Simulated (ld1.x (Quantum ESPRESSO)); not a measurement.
# Transferability test, TM semilocal potential for barium

ld1.x (Quantum ESPRESSO) 7.5 input, shortened:

```
&input
   title='Ba', zed=56., rel=1, dft='PBESOL', iswitch=3,
   config='[Xe] 5d0 6s1.75 6p0.25'
 /
 &inputp
   pseudotype=1, tm=.true., lloc=0,
   nlcc=.true., rcore=2.45
 /
3
6P  2  1   0.25   0.00  3.20  3.20  0.0
5D  3  2   0.00   0.00  3.65  3.65  0.0
6S  1  0   1.75   0.00  3.65  3.65  0.0
 &test
   configts(1)='5d0 6s1.75 6p0.25'
 /
```

Energies are relative to the spin-unpolarised reference configuration 5d0 6s1.75 6p0.25; without spin polarisation the order of configurations can differ from experiment.

(1) Give the all-electron excitation energy and the error of the potential for: 5d0 6s2 6p0; 5d0 6s1 6p0; 5d0 6s1.5 6p0; 5d0 6s1 6p1; 5d1 6s0 6p0; 5d0 6s0 6p1; 5d1 6s1 6p0.

Levels in the configuration 5d0 6s0 6p1:

| level | all-electron (eV) | pseudo (eV) |
| --- | --- | --- |
| 6p | -5.550 | -5.389 |

Answers

(1)

```json
{"valence configuration": "5d0 6s2 6p0", "charge": "0", "ΔE all-electron (eV)": "-0.506", "error AE − PS (meV)": "-0.4"}
{"valence configuration": "5d0 6s1 6p0", "charge": "+1", "ΔE all-electron (eV)": "4.875", "error AE − PS (meV)": "-4.9"}
{"valence configuration": "5d0 6s1.5 6p0", "charge": "+0.5", "ΔE all-electron (eV)": "1.641", "error AE − PS (meV)": "-0.4"}
{"valence configuration": "5d0 6s1 6p1", "charge": "0", "ΔE all-electron (eV)": "1.544", "error AE − PS (meV)": "-1.8"}
{"valence configuration": "5d1 6s0 6p0", "charge": "+1", "ΔE all-electron (eV)": "5.527", "error AE − PS (meV)": "-62"}
{"valence configuration": "5d0 6s0 6p1", "charge": "+1", "ΔE all-electron (eV)": "7.472", "error AE − PS (meV)": "+83"}
{"valence configuration": "5d1 6s1 6p0", "charge": "0", "ΔE all-electron (eV)": "0.835", "error AE − PS (meV)": "-45"}
```
